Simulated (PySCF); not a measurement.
**Bond length, frequency and bond energy of KH⁺ by level of theory**

State: ²Σ⁺ (doublet), unpaired electrons σ ↑. Set-up: basis K def2-SVPD, H def2-SVPD; no relativity; PySCF 2.14. De refers to K⁺ + H in their ground configurations, without counterpoise correction. The functionals are run spin-unrestricted. A positive dipole points towards H; it is taken about the centre of mass and depends on that origin.

```json
{"Level": "UHF", "Re (Å)": "3.326", "ωe (cm⁻¹)": "157", "De (eV)": "0.030", "μ (D)": "-0.12"}
{"Level": "UHF-MP2", "Re (Å)": "3.256", "ωe (cm⁻¹)": "172", "De (eV)": "0.041", "μ (D)": "n/a"}
{"Level": "UHF-SCS-MP2", "Re (Å)": "3.272", "ωe (cm⁻¹)": "169", "De (eV)": "0.040", "μ (D)": "n/a"}
{"Level": "UHF-CCSD", "Re (Å)": "3.245", "ωe (cm⁻¹)": "173", "De (eV)": "0.042", "μ (D)": "n/a"}
{"Level": "UHF-CCSD(T)", "Re (Å)": "3.245", "ωe (cm⁻¹)": "173", "De (eV)": "0.042", "μ (D)": "n/a"}
{"Level": "LDA", "Re (Å)": "2.914", "ωe (cm⁻¹)": "258", "De (eV)": "0.093", "μ (D)": "0.12"}
{"Level": "PBE", "Re (Å)": "3.193", "ωe (cm⁻¹)": "196", "De (eV)": "0.061", "μ (D)": "0.01"}
{"Level": "r²SCAN", "Re (Å)": "3.120", "ωe (cm⁻¹)": "195", "De (eV)": "0.050", "μ (D)": "-0.01"}
{"Level": "B3LYP", "Re (Å)": "3.138", "ωe (cm⁻¹)": "195", "De (eV)": "0.052", "μ (D)": "0.00"}
{"Level": "PBE0", "Re (Å)": "3.194", "ωe (cm⁻¹)": "188", "De (eV)": "0.051", "μ (D)": "-0.02"}
{"Level": "BHandHLYP", "Re (Å)": "3.102", "ωe (cm⁻¹)": "200", "De (eV)": "0.048", "μ (D)": "-0.02"}
{"Level": "CAM-B3LYP", "Re (Å)": "3.090", "ωe (cm⁻¹)": "207", "De (eV)": "0.057", "μ (D)": "0.01"}
```

Task: Which functional lies closest to UHF-CCSD(T) in De, which farthest, and by how much do they differ from it?

Result: Closest is BHandHLYP (-14.3 pm in Re, +15.6 % in ωe, +0.01 eV in De against UHF-CCSD(T) in the same basis), farthest LDA (-33.1 pm in Re, +49.1 % in ωe, +0.05 eV in De). CCSD(T) converges more slowly with the basis than the functionals do and binds too weakly in this one, so the order can change at the basis-set limit.

Task: What does the step from GGA to meta-GGA do here, going from PBE to r²SCAN?

Result: r²SCAN less PBE: -7.3 pm in Re, -0.5 % in ωe, -0.01 eV in De. 

Task: What does the gradient correction do here, going from LDA to PBE?

Result: PBE less LDA: +27.9 pm in Re, -24.0 % in ωe, -0.03 eV in De. The gradient correction favours the more uneven density of free atoms, so it tends to lengthen bonds and takes away much of the overbinding of LDA; so it does here.

Correlated steps freeze 5 core orbitals. The bond is weak. Basis-set superposition, not corrected here, can be much of De in a small basis, most of all at correlated wavefunction levels. For an ion De counts to the pair picked by the measured ionisation energies or electron affinities, which need not be the lowest pair at this level. The state was picked by a PBE0 search and need not be the measured ground state.
